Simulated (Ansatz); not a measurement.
Ansatz (a first-principles code) input:

Ansatz 0.2 input:
```yaml
crystal:
  periodic: [false, false, false]
  atoms:
    - {symbol: C, position_ang: [-2.15895584, -0.87514283, -0.71177844]}
    - {symbol: C, position_ang: [-1.25781204, 0.27849066, -0.24842737]}
    - {symbol: C, position_ang: [-1.99097586, 1.18675776, 0.74914281]}
    - {symbol: C, position_ang: [0.01220094, -0.21762245, 0.30574294]}
    - {symbol: C, position_ang: [1.30688863, -0.18022635, 0.10409712]}
    - {symbol: C, position_ang: [2.28289839, -0.89698770, 1.00348889]}
    - {symbol: C, position_ang: [1.93096106, 0.58398477, -1.04624485]}
    - {symbol: H, position_ang: [-1.65092552, -1.49724016, -1.44922976]}
    - {symbol: H, position_ang: [-3.07690541, -0.48769625, -1.15854329]}
    - {symbol: H, position_ang: [-2.43192056, -1.50873890, 0.13427664]}
    - {symbol: H, position_ang: [-1.01337472, 0.88675037, -1.13501289]}
    - {symbol: H, position_ang: [-2.90850592, 1.57935373, 0.30602647]}
    - {symbol: H, position_ang: [-1.36379643, 2.02717785, 1.04793097]}
    - {symbol: H, position_ang: [-2.25785172, 0.62790055, 1.64815272]}
    - {symbol: H, position_ang: [2.87291654, -1.62068094, 0.43251856]}
    - {symbol: H, position_ang: [1.77067507, -1.42416104, 1.80642217]}
    - {symbol: H, position_ang: [2.98957725, -0.18870799, 1.44711632]}
    - {symbol: H, position_ang: [2.62514828, 1.34045880, -0.66842636]}
    - {symbol: H, position_ang: [1.18530320, 1.08230264, -1.66381840]}
    - {symbol: H, position_ang: [2.50842829, -0.09224188, -1.68353974]}
basis:
  gaussian:
    orbitals: cc-pVDZ
magnetization: {spin_polarized: true, initial_magnetization: 1}
correlation: {method: ccsd_t, electrons: outside_noble_gas}
```

Which total energy does the run end on?

-273.68102 Eh (CCSD(T)/cc-pVDZ). The basis has 163 functions.

It need not be the lowest isomer of its formula.

The determinant is spin-contaminated: <S^2> is 0.91 against 0.75 for a pure state.
